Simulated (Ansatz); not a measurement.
Total energies of SnF2⁻ (the lowest doublet isomer of a short search) from Ansatz at CCSD(T)/def2-TZVPPD, gas phase (1 Eh = 27.2114 eV = 2625.5 kJ/mol). The reference geometry is relaxed at B3LYP-D4/def2-TZVPD.

```
atom   x (Å)   y (Å)   z (Å)
 Sn1   0.908   0.044   0.111
  F2  -0.486  -1.317   0.719
  F3  -0.422   1.273  -0.830
```

```tsv
state	geometry	energy (Eh)
charge -1 doublet	reference	-413.27275
charge 0 singlet	reference	-413.22938
charge -1 quartet	relaxed at B3LYP-D4/def2-TZVPD	-413.10359
```

In the def2 sets Sn takes a core potential; there is no spin–orbit coupling. Correlated methods freeze 6 core orbitals; core or outer-core shells of Sn are correlated, in sets that lack core-valence functions.

Problem. Work out the vertical ionisation energy to the singlet.

Solution. E(charge 0 singlet) − E(charge -1 doublet) = -413.22938 − (-413.27275) = 0.04337 Eh = 1.18 eV.

Problem. Which of the charge -1 states is lowest, and how far above it are the others?

Solution. The doublet. quartet: -413.10359 − (-413.27275) = 0.16916 Eh = 444.1 kJ/mol.

The structure comes from a short search, and lower isomers may exist.
